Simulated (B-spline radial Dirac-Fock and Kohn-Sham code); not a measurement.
# Binding energies of Dy⁵⁰⁺ at several levels of theory

System: Dy⁵⁰⁺, configuration [Ne] 3s2 3p4.

The density-functional columns are spherical, spin-unpolarised Dirac-Kohn-Sham results without Breit or QED terms: −ε is minus the orbital energy of the initial state and ΔSCF the difference of two total energies. The reference in the last column comes from ΔSCF Dirac-Fock with Breit, self-energy and vacuum polarisation, finite nucleus, configuration average. All numbers are from an atomic code on a B-spline grid, in eV; a selection of levels is shown. For the 1s level of heavy atoms much of the gap between ΔSCF and the reference is the Breit and QED part, -239.4 eV here; for other levels the error of the functional can be larger.

```
     level   LDA −ε  LDA ΔSCF  Dirac-Fock
    K (1s)  57031.8   57557.2     57329.0
   L1 (2s)  12270.2   12398.3     12438.8
L2 (2p1/2)  11877.9   12032.4     12002.8
   M1 (3s)   4827.1    4880.7      4885.9
 M2,3 (3p)   4542.1    4597.2      4588.8
```

Values without a named source are computed, but for edge energies of neutral atoms, which are taken from tables.
